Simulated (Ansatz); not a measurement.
The same ligand exchange along the group B, Ga, In.

Calculated with Ansatz (gas phase, PBE0-D4/def2-TZVP geometries, no zero-point term in ΔE). CBS: MP2 limit from def2 TZ/QZ plus the TZ coupled-cluster correction, frozen cores. This one scheme is used for every species. Functionals use def2-TZVPP. def2 core potentials past Kr. For Ga, In outer-core shells are correlated without core-valence functions, which leaves a few kJ/mol of doubt a bond. Scalar relativity is left out up to krypton. One conformer a species, not always the lowest.

| reaction | PBE-D4 (kcal/mol) | ωB97X-V (kcal/mol) | PBE0-D4 (kcal/mol) | CCSD(T)/CBS(def2) (kcal/mol) |
| --- | --- | --- | --- | --- |
| `OB(F)O[SiH3]` + HCl → `FB(Cl)O[SiH3]` + H₂O | 10.5 | 12.1 | 11.3 | 11.6 |
| `[OH][Ga]([F])[O][SiH3]` + HCl → `[F][Ga]([Cl])[O][SiH3]` + H₂O | -13.1 | -13.0 | -14.2 | -13.3 |
| `[OH][In]([F])[O][SiH3]` + HCl → `[F][In]([Cl])[O][SiH3]` + H₂O | -19.1 | -20.0 | -21.3 | -20.2 |

Largest T1 diagnostic: 0.017, for `[OH][In]([F])[O][SiH3]`.
